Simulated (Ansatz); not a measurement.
The same carbene extrusion along the group C, Si, Ge, Sn.

Calculated with Ansatz (gas phase, PBE0-D4/def2-TZVP geometries, no zero-point term in ΔE). CCSD(T)/CBS adds triple-zeta CCSD(T) − MP2 to the extrapolated MP2 energy (def2 sets, frozen cores). This one scheme is used for every species. def2 core potentials past Kr. For Ge, Sn outer-core shells are correlated without core-valence functions, which leaves a few kJ/mol of doubt a bond. Scalar relativity is left out up to krypton. One conformer a species, not always the lowest.

Q: Order these by ΔE at CCSD(T)/CBS, lowest first. (Best estimate.)
A. `[OH][GeH]([F])[F]` → `[F][Ge][F]` + H₂O
B. `[OH][SnH]([F])[F]` → `[F][Sn][F]` + H₂O
C. `OC(F)F` → `F[C]F` + H₂O
D. `O[SiH](F)F` → `F[Si]F` + H₂O

A: B (-29.5 kJ/mol), A (+77.1 kJ/mol), C (+253.1 kJ/mol), D (+264.6 kJ/mol).

Largest T1 diagnostic: 0.017, for `F[C]F`.
